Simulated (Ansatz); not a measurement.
System: Al₂, charge 0, multiplicity 3. 
Coordinates optimised at B3LYP-D3(BJ)/def2-TZVP (Ansatz, a quantum-chemistry and plane-wave program):
```
Al
Al 1 2.7553
```
Charge 0, spin multiplicity 3.

Computed values are from Ansatz. Cores are frozen in the correlated levels unless marked. Open shells are spin-unrestricted. Spin-orbit coupling is left out. No relativistic terms. Basis-set limits of correlation are two-point, X^-3; Hartree-Fock from the larger set (for Q and 5 zeta extrapolated as (X+1)exp(-9√X)).

```json
{
  "atomisation energy De": "138.9 kJ/mol at CCSD(T)/CBS(cc-pV(Q+d)Z,cc-pV(5+d)Z)",
  "vertical ionisation energy (to the doublet)": "6.20 eV at CCSD(T)/CBS(aug-cc-pV(T+d)Z,aug-cc-pV(Q+d)Z)",
  "vertical electron affinity (to the quartet; negative means unbound)": "1.46 eV at CCSD(T)/CBS(aug-cc-pV(T+d)Z,aug-cc-pV(Q+d)Z)",
  "total_energy": "-483.9230 Eh at CCSD(T)/CBS(cc-pV(Q+d)Z,cc-pV(5+d)Z)",
  "dipole_moment": "0.00 D at CCSD(T)/aug-cc-pV(D+d)Z",
  "T1 diagnostic": "0.026 at CCSD/cc-pV(5+d)Z"
}
```
